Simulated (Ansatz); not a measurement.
Species: sum formula Si2H4Cl2, net charge 0, singlet state. SMILES: Cl[SiH2][SiH2]Cl
Coordinates optimised at B3LYP-D3(BJ)/def2-TZVP (Ansatz, an electronic-structure program):
```xyz
8

Cl     2.0009     1.7397     0.3442
Si     1.1631    -0.1296     0.0036
Si    -1.1630     0.1307    -0.0104
Cl    -2.0010    -1.7409    -0.3372
H      1.5975    -1.0383     1.0857
H      1.6573    -0.6309    -1.2963
H     -1.5981     1.0316    -1.0988
H     -1.6562     0.6414     1.2863
```

Computed values are from Ansatz. Cores are frozen in the correlated levels unless marked. Open shells are spin-unrestricted. Spin-orbit coupling is left out. Non-relativistic. CBS marks a two-point X^-3 extrapolation of the correlation energy; Hartree-Fock from the larger set. The bracket is a focal-point correction in the basis named.

```json
{
 "atomisation energy De": "567.7 kcal/mol at CCSD(T)/CBS(aug-cc-pV(T+d)Z,aug-cc-pV(Q+d)Z)",
 "vertical ionisation energy (to the doublet)": "10.53 eV at RI-MP2/CBS(aug-cc-pV(T+d)Z,aug-cc-pV(Q+d)Z)+[CCSD(T)-MP2]/aug-cc-pV(T+d)Z",
 "vertical_triplet_singlet_gap": "5.46 eV at RI-MP2/CBS(aug-cc-pV(T+d)Z,aug-cc-pV(Q+d)Z)+[CCSD(T)-MP2]/aug-cc-pV(T+d)Z",
 "total_energy": "-1500.1969 Eh at CCSD(T)/CBS(aug-cc-pV(T+d)Z,aug-cc-pV(Q+d)Z)",
 "dipole_moment": "0.01 D at CCSD(T)/aug-cc-pV(D+d)Z",
 "T1 diagnostic": "0.010 at CCSD/aug-cc-pV(Q+d)Z"
}
```
